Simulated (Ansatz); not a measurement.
Ideal-gas functions of `FC1(Br)BO1` at 500 K and 1 bar, from an Ansatz frequency run at PBE0-D4/def2-TZVP.

Molar mass 138.73 g/mol, point group C1 (symmetry number 1), electronic degeneracy 1, moments of inertia 73.417, 218.947, 264.444 u Å². Harmonic wavenumbers (cm⁻¹, unscaled): 258, 322, 337, 481, 573, 784, 798, 900, 1042, 1270, 1445, 2786.

Use S(trans) = R[1.5 ln M + 2.5 ln T − 1.1517]; rotational temperatures θ = 24.2544 K / I; S(rot) = R[ln(√π/σ · √(T³/θAθBθC)) + 1.5]; for each mode x = 1.438777 ν̃/T, S = R[x/(eˣ − 1) − ln(1 − e⁻ˣ)] and H = RT x/(eˣ − 1); 1 cm⁻¹ = 0.0119627 kJ/mol; R = 8.31446 J/(mol·K).

By hand: the entropy, in J/(mol·K).

Translation 181.1. Rotation: θ = 0.3304, 0.1108, 0.0917 K, giving 118.4. Vibration, mode by mode: 10.98, 9.24, 8.89, 6.25, 5.04, 3.12, 3.02, 2.40, 1.73, 1.03, 0.68, 0.02, in all 52.4. Electronic 0.0. Sum 351.9 J/(mol·K).

By hand: H − E and G − E in kJ/mol, counted from the electronic energy.

Zero-point energy ½ × 10996 × 0.0119627 = 65.8; thermal vibration 15.7; translation, rotation and pV give 4 RT = 16.6. H − E = 98.1 kJ/mol, and G − E = 98.1 − 500 × 351.9/1000 = -77.8 kJ/mol.

Vibration gives 15 % of the entropy. The sum counts one conformer and one mirror image; others add a mixing term.
